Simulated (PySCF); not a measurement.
Be(H)(SMe) (CH4BeS), SMILES [BeH][S]C.

The structure is a stationary point at B3LYP-D3(BJ)/def2-TZVP.

Calculation: PBE0/def2-TZVPD run with PySCF.

The molecule is in vacuum.

Computed frontier levels, gap, dipole moment and polarisability:
```yaml
highest_occupied_level: -7.17 eV
lowest_empty_level: -1.14 eV
orbital_gap: 6.03 eV
dipole_moment: 1.56 D
quadrupole, principal values (traceless, Buckingham form, about the centre of nuclear charge): -4.87, 0.40, 4.47 D·Å
mean_static_polarisability: 52.2 bohr³ (7.73 Å³)
polarisability_principal_values: 44.6, 50.3, 61.7 bohr³
```
